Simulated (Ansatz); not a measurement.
The cluster P3Se7⁻. The state is a triplet with charge -1. Geometry r2SCAN-D4/def2-SVP, that of the neutral doublet; atoms count from 1.

```csv
atom,x (Å),y (Å),z (Å)
P1,-2.327,1.357,0.188
P2,-0.156,-1.438,0.917
P3,1.283,-0.966,-0.785
Se4,0.523,0.447,2.130
Se5,1.913,-2.653,-1.871
Se6,2.834,0.025,0.406
Se7,-0.502,2.149,-1.067
Se8,0.194,0.333,-2.328
Se9,-1.545,1.673,2.280
Se10,-2.217,-0.926,0.130
```

The structure comes from a short search, and lower isomers may exist.

Q: Estimate the Mulliken populations from the PBE0/def2-SVP orbitals of Ansatz.

A: 
| atom | charge (e) | spin (α − β) |
| --- | --- | --- |
| P1 | 0.07 | 0.04 |
| P2 | 0.08 | 0.05 |
| P3 | 0.18 | -0.02 |
| Se4 | -0.12 | 0.68 |
| Se5 | -0.38 | 0.06 |
| Se6 | -0.22 | 0.55 |
| Se7 | -0.15 | 0.11 |
| Se8 | -0.06 | 0.01 |
| Se9 | -0.21 | 0.36 |
| Se10 | -0.20 | 0.15 |
Mulliken values depend strongly on the basis.

Q: Where does the spin sit?

A: Summed by element: P 0.07, Se 1.93, of 2 unpaired in all. Largest on single atoms: Se4 0.68, Se6 0.55, Se9 0.36.

Q: And the Mayer bond orders between heavy atoms (over 0.3)?

A: P1–Se7 0.82 (2.35 Å); P1–Se9 1.13 (2.26 Å); P1–Se10 0.87 (2.29 Å); P2–P3 0.75 (2.28 Å); P2–Se4 0.95 (2.34 Å); P2–Se10 0.99 (2.26 Å); P3–Se5 1.35 (2.10 Å); P3–Se6 1.06 (2.19 Å); P3–Se8 0.83 (2.29 Å); Se4–Se6 0.40 (2.91 Å); Se4–Se9 0.64 (2.41 Å); Se7–Se8 1.05 (2.32 Å).
